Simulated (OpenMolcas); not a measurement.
## Ar+: CASPT2 settings compared

```yaml
Program: OpenMolcas
Basis: ANO-RCC-VDZ [4s3p]
Scalar_Hamiltonian: DKH2, point nucleus
Active_space: 7 electrons in 8 orbitals (3s 3p 4s 4p)
State_averaging: 2S+1 = 2 odd, 3 roots; 2S+1 = 2 even, 1 root
Spin-orbit_coupling: state interaction with AMFI integrals over the reference wave functions, term energies averaged over their components
```

Methods on the same reference wave functions:
A. CASSCF
B. SS-CASPT2, IPEA 0.4 Eh, no level shift (closed shells correlated: none)
C. SS-CASPT2, IPEA 0 Eh, real shift 0.1 Eh (closed shells correlated: 2s 2p)
D. XMS-CASPT2, IPEA 0 Eh, imaginary shift 0.1 Eh (closed shells correlated: none)

Energies in cm-1 above 3s2 3p5 2P* 3/2, the measured ground level; measured values from NIST Handbook of Basic Atomic Spectroscopic Data.

```csv
Level,A,B,C,D,Measured
3s2 3p5 2P* 3/2,0.0,0.0,0.0,0.0,0.0
3s2 3p5 2P* 1/2,1353,1353,1353,1353,1432
3s 3p6 2S 1/2,148815,148815,148922,148815,108722
```

Deviations, from unrounded energies. A percentage is the sum of absolute deviations over the sum of measured energies, with the sign that they share, or ± where signs differ.

```json
{"Against measurement": "mean absolute deviation (cm-1)", "Levels": "2", "A": "20000", "B": "20000", "C": "20000", "D": "20000"}
{"Against measurement": "fine structure of the ground term (%)", "Levels": "1", "A": "-5.5", "B": "-5.5", "C": "-5.5", "D": "-5.5"}
{"Against measurement": "other configurations (%)", "Levels": "1", "A": "+36.9", "B": "+36.9", "C": "+37.0", "D": "+36.9"}
```

A, B, C, D lie about equally close to measurement. The largest miss of B in the table is 3s 3p6 2S 1/2, by +40000 cm-1. The ranking rests on the paired levels alone, and a cruder setting can come out closer through cancelling errors.

Among B to D the level of the table that moves most is 3s 3p6 2S 1/2, by 110 cm-1 (lowest in B, highest in C).

The lowest spin-free term lies below A's lowest term by -0.000 hartree in B, 0.004 hartree in C, -0.000 hartree in D.

Active for correlation alone: 4p 4s; no level in the range computed is led by a configuration that fills them, so any true level of that kind is missing. Without dynamic correlation excited terms often stand tens of per cent too high (terms of higher spin than the ground term too low), and those without a measured partner can miss by more than the paired ones (holds for A). Measured partners are found by configuration, term and J. A level has none where our copy of the source lacks it or the pairing is in doubt (some pairs that miss far off the trend of their configuration count as doubtful), and it then counts in no deviation. Only configurations of the active space appear.

* marks odd parity.
